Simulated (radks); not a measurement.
The numbers below are computed, except where a source is named.
Fractional charge and spin in the 5s shell of tellurium: the spin-up occupation runs from 0 to 1 and the spin-down occupation from 0 to 1; the fullest corner is Te+, [Kr] 4d10 5p(up 1.5, down 1.5) 5s(up 1, down 1). Code: a radial shooting solver on a logarithmic mesh with Libxc functionals. Model: scalar-relativistic Kohn-Sham, PBE, spin-polarised, spherical densities, finite nucleus; Fermi nuclear charge, rms radius of each element as measured or else 0.836 A^(1/3) + 0.57 fm. Energy (eV) minus the two flat planes that join the four corners (they meet along the diagonal where the two added fractions sum to one electron); zero is where a piecewise linear energy would lie.

down \ up       0    0.25     0.5    0.75       1
0           0.000  -0.968  -1.287  -0.961   0.000
0.25       -0.968  -1.225  -0.841   0.176  -0.902
0.5        -1.287  -0.841   0.235  -0.787  -1.196
0.75       -0.961   0.176  -0.787  -1.140  -0.892
1           0.000  -0.902  -1.196  -0.892   0.000

Corners above the fullest one (they belong to Te2+ and the next ion): (up 1, down 0) 28.167 eV, (up 0, down 1) 28.167 eV, (up 0, down 0) 67.212 eV. With half an added electron in each spin the energy lies 0.235 eV from the planes, and with half an added electron in spin up alone -1.287 eV. The planes are only a guide here: the flat-plane condition holds for ground states with one frontier orbital, while this shell lies below other occupied shells, so the corners above the fullest one are inner-hole states and not the ground states of those ions.
